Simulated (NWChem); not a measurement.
System: BCl

```xyz
2

B      0.0000     0.0000    -1.2902
Cl     0.0000     0.0000     0.4290
```
Atoms are numbered in this order, from 1.

Geometry: optimised at PBE0/def2-SVP.

Problem. Give the principal values of the shielding tensors (ppm) of B1, Cl2 from PBE0/pcSseg-1, GIAO (NWChem), with their diamagnetic and paramagnetic parts as GIAO splits them.

Solution. 
```tsv
atom	σ11	σ22	σ33	isotropic	diamagnetic	paramagnetic
B1	-144.3	-144.3	211.7	-25.6	194.2	-219.8
Cl2	-205.4	-205.4	1149.6	246.3	1148.7	-902.4
```
